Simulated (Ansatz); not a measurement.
An input meant for Sn2Te3⁻ (charge -1, doublet; scaled by 1.25).

```yaml
crystal:
  periodic: [false, false, false]
  atoms:
    - {symbol: Sn, position_ang: [-0.984561, -0.493565, 2.010064]}
    - {symbol: Sn, position_ang: [0.201035, 0.182609, -2.275871]}
    - {symbol: Te, position_ang: [2.444341, -0.888822, 0.535944]}
    - {symbol: Te, position_ang: [1.130312, 2.305568, 0.676409]}
    - {symbol: Te, position_ang: [-2.791128, -1.105791, -0.946559]}
basis:
  gaussian: {orbitals: def2-mTZVPP}
total_charge: -1
magnetization: {spin_polarized: true, initial_magnetization: 1}
hamiltonian: {xc: {name: HF}}
correlation: {method: mp2, frozen_orbitals: {Sn: 0}}
scf: {omitted_lower_state_checks: [starts]}
output: {forces: true}
```

```sh
$ ansatz run in.yaml --threads 4 --pin off --events-out ev --progress --plain --max-ram 4787MiB
```

It prints (some lines left out):

```
Functional definition: HF
Error: "frozen_orbitals" has no count for Te
```

In this input frozen orbitals are typed for one element alone, and the program wants a count for each (the count typed has to fit that element's core, too). The input was rejected before any iteration.
